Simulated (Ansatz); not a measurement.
A CCSD(T) single point on `S[SiH]1CN1`.

```yaml
crystal:
  periodic: [false, false, false]
  atoms:
    - {symbol: S, position_ang: [-0.595647, 1.193278, -2.136825]}
    - {symbol: Si, position_ang: [0.344225, 0.663880, -0.317458]}
    - {symbol: C, position_ang: [0.422223, -0.979599, 0.473334]}
    - {symbol: N, position_ang: [-0.596681, 0.020386, 0.945674]}
    - {symbol: H, position_ang: [-1.534749, 0.239024, -2.015207]}
    - {symbol: H, position_ang: [1.429452, 1.641030, -0.084594]}
    - {symbol: H, position_ang: [-0.007047, -1.884838, 0.049576]}
    - {symbol: H, position_ang: [1.259257, -1.185797, 1.141218]}
    - {symbol: H, position_ang: [-0.632532, 0.246234, 1.927083]}
basis:
  gaussian: {orbitals: def2-TZVPP}
correlation: {method: ccsd_t}
output: {orbitals: {seedname: orbitals}}
```

```sh
$ ansatz run in.yaml --threads 2 --pin off --events-out ev --progress --plain --max-ram 4352MiB
```

Log, shortened:

```
Functional definition: HF
1247 factors; integrals over basis functions are off by at most 9.5e-4 eV
mean field evaluation 1: about -21268.6172 eV, gradient 3.7e1 eV
mean field evaluation 2: about -21268.9042 eV, gradient 3.7e1 eV
mean field evaluation 4: about -21272.3464 eV, gradient 4.0e0 eV
mean field evaluation 8: about -21272.4171 eV, gradient 3.1e-1 eV
mean field evaluation 16: about -21272.4177 eV, gradient 9.2e-7 eV
mean field -21272.41771502 eV, -781.7469320644 hartree, gradient 9.2e-7 eV, S^2 0.000000; 0 other end points of the search recorded, 0 dependent functions left out
12 core orbitals not correlated: weight in the atoms' cores, before any rotation towards them, 1.000 or more for the frozen orbitals, at most 0.000 for the correlated occupied ones
reference -21272.41771502 eV, -781.7469320644 hartree; 12, 12 occupied and 192, 192 virtual orbitals, 1247 factors
second order -18.35703037 eV of doubles, -0.00000000 eV of singles
cycle   1  -18.91866804 eV  change   -5.6e-1 eV  update   9.4e-2
cycle   2  -19.40279140 eV  change   -4.8e-1 eV  update   2.8e-2
cycle   3  -19.49116048 eV  change   -8.8e-2 eV  update   1.4e-2
cycle   4  -19.48294399 eV  change    8.2e-3 eV  update   3.4e-3
cycle   5  -19.48282232 eV  change    1.2e-4 eV  update   1.8e-3
cycle   6  -19.48288538 eV  change   -6.3e-5 eV  update   5.8e-4
cycle   7  -19.48264703 eV  change    2.4e-4 eV  update   2.5e-4
cycle   8  -19.48269676 eV  change   -5.0e-5 eV  update   7.6e-5
cycle   9  -19.48270939 eV  change   -1.3e-5 eV  update   2.7e-5
perturbative correction -0.87545978 eV, -0.0321725535 hartree
Total energy: -21292.77588419 eV, -782.4950809820 hartree
```

Run time 72 s (2 threads of an Intel Xeon Platinum 8259CL on a shared host); peak host memory 3 GiB.

MP2 recovers 90.2 % of the CCSD(T) correlation energy and the triples give 4.3 %; T1 = 0.0120.
